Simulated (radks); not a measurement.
Valence configurations of the zinc ion Zn2+ (all share [Ar]). Method: Dirac Kohn-Sham, LDA (Slater exchange, Perdew-Wang correlation), spin-unpolarised, spherical densities, point nucleus; open shells are shared between the two j in proportion to 2j + 1; computed with a radial shooting solver on a logarithmic mesh with Libxc functionals. Energies are relative to 3d10; eigenvalues in eV.

valence          E (eV)  e(3d3/2)  e(3d5/2)  e(4p1/2)  e(4p3/2)  e(4s1/2)
3d10              0.000   -31.443   -31.078         -         -         -
3d9 4p1          18.237   -40.075   -39.681   -18.725   -18.492         -
3d9 4s1          10.173   -38.539   -38.147         -         -   -25.746
3d7 4s1 4p2      65.443   -58.049   -57.594   -22.722   -22.402   -31.974
3d8 4s2          25.449   -46.495   -46.073         -         -   -28.098
3d8 4p2          42.915   -49.409   -48.985   -21.107   -20.829         -
3d9.5 4s0.5       4.514   -34.883   -34.505         -         -   -24.531
3d8 4s1 4p1      34.124   -47.978   -47.555   -20.411   -20.140   -28.962
3d9.5 4p0.5       8.391   -35.670   -35.290   -17.418   -17.204         -
3d8.5 4s1 4p0.5  21.283   -43.174   -42.766   -19.187   -18.939   -27.387

NIST lists [Ar] 3d10 as the ground configuration; this level of theory agrees among the configurations tried. The energies are those of spherical spin-averaged densities, not of single terms.
